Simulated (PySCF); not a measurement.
Unknowns

Theoretical values (PySCF 2.14.0 with density-fitted response routines): NMR shieldings at PBE0/pcSseg-1/GIAO, structure optimised with GFN2-xTB. Gas phase, averaged over atoms made equivalent by symmetry, fast rotation or ring inversion, one computed conformer, relativity neglected.

References, each an isolated molecule treated in the same way: ¹H, ¹³C against TMS. Splittings of carbon signals by F and P are missing where no couplings were computed. Where no couplings were computed, multiplicities follow the n + 1 count of equivalent neighbours, and m marks all less simple cases (inequivalent or close neighbours, rings, F or P nearby). Shifts are as computed. Against solution values, carbons near 30 ppm lie about +3 ppm off and those near 130 ppm about +5 ppm. Of 1211 compounds with measured shifts, 218 miss one by over three times the rms of a fit or turn the order of signals round; such compounds aren't used in these exercises. OH and NH positions are gas-phase values without hydrogen bonding to other molecules.

**Question.** C5H14N2P2. ¹H NMR (400 MHz, computed): δ 2.94 (m, 1H), 2.65 (m, 3H), 2.35 (m, 2H), 1.98 (m, 2H), 1.79 (m, 2H), 1.73 (m, 2H), 0.81 (br s, 1H), 0.09 (br s, 1H). ¹³C{¹H} NMR (computed): δ 37.9 (CH2), 29.4 (CH3), 20.2 (CH2). What is it?

**Answer.** SMILES N(C)P1(=N)CCPCC1. 3 carbon signals for 5 carbons: some carbons are equivalent by symmetry or fast rotation. Carbon types of the structure: 4 × CH2, 1 × CH3, leaving 3 H on heteroatoms. δC 29.4: methyl carbon bonded to N; the inductive effect lowers its shielding. δH 2.65: hydrogen on a methyl carbon bonded to N; its carbon carries N, which withdraws density. δH 0.81: hydrogen on a nitrogen bonded to C, P; exchangeable; this is the value without hydrogen bonding to other molecules. δH 0.09: hydrogen on a nitrogen bonded to P; exchangeable, gas-phase position.

The shifts were computed for this structure.

**Question.** C5H7F3N2. ¹H NMR (500 MHz, computed): δ 6.22 (m, 1H), 2.03 (s, 3H), 1.73 (s, 3H). ¹³C{¹H} NMR (computed): δ 130.5 (C), 130.4 (C), 115.6 (CH), 27.1 (CH3), 17.4 (CH3). Give a structure.

**Answer.** SMILES CC(C)=N/N=C/C(F)(F)F. Rings plus π bonds: 2 (no ring in the answer). 5 carbon signals for 5 carbons: no two carbons are equivalent. Carbon types of the structure: 2 × C, 1 × CH, 2 × CH3, which accounts for all hydrogens. δC 130.5, 115.6: C=N carbon. δC 130.4: CF3 carbon; 3 electronegative neighbours deshield it. δC 27.1, 17.4: methyl carbon; a saturated carbon with 1 carbon neighbour and no heteroatom attached. δH 6.22: hydrogen on a C=N carbon.

This is the structure that produced the data.
